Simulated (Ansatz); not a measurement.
Program: Ansatz. Geometries: PBE0-D4/def2-TZVP. ΔE: electronic, gas phase. CBS: MP2 limit from def2 TZ/QZ plus the TZ coupled-cluster correction, frozen cores. This one scheme is used for every species. Functionals use def2-TZVPP. B3LYP here is the variant with VWN-RPA as its local correlation; programs differ in this. Each species was taken in one conformer, which may not be the lowest.

Reaction (silylene formation by 1,1-elimination): `N=C([SiH3])[SiH2]N` → `N=C[SiH3]` + `N[SiH]`

```
             level  ΔE (kJ/mol)
         r2SCAN-D4        165.7
           PBE0-D4        160.7
          B3LYP-D4        146.1
            r2SCAN        162.3
              PBE0        150.3
    MP2/def2-QZVPP        166.1
SCS-MP2/def2-QZVPP        155.1
     MP2/CBS(def2)        168.4
```

Q: What does CCSD(T)/CBS give? (Estimate.)

A: Ansatz gave: +152.4 kJ/mol. The listed levels differ from it by 13.3, 8.3, -6.3, 9.9, -2.1, 13.7, 2.7, 16.0 kJ/mol.

Largest T1 diagnostic among the species: 0.015.

In def2-TZVPP, CCSD(T) changes the Hartree–Fock value by +13.3 kJ/mol (the triples alone add +3.8 kJ/mol) and MP2 by +29.4 kJ/mol. The D4 term adds +18.5 kJ/mol with B3LYP and +10.4 kJ/mol with PBE0; it sums over pairs of atoms, weighted by their polarisabilities, and B3LYP, whose exchange is more repulsive, gets the larger term.
